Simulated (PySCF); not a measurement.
FH3SSi, SMILES F[SiH2]S.

The structure is a stationary point at B3LYP-D3(BJ)/def2-TZVP. Other conformers were not sampled.

Vertical ionisation energy (IE) and electron affinity (EA) in eV. Rows of orbital energies are one-electron estimates. Where ΔSCF, EOM or ADC give a negative EA the extra electron is unbound and the value depends on the basis.

```tsv
level	IE	EA
−ε(HOMO), −ε(LUMO), ωB97X/def2-TZVPD (PySCF)	10.44	-1.44
ADC(2)/aug-cc-pVDZ (PySCF)	10.06	-0.65
```

Task: Beyond the first one, list the lowest photoelectron lines from ADC(2)/aug-cc-pVDZ (PySCF 2.14.0) with their pole strengths (two spins summed). (Estimate from the structure and the level; the computed values follow.)

Result: 11.60 eV (1.81), 12.38 eV (1.82), 13.75 eV (1.77), 14.59 eV (1.75), 15.07 eV (1.77).
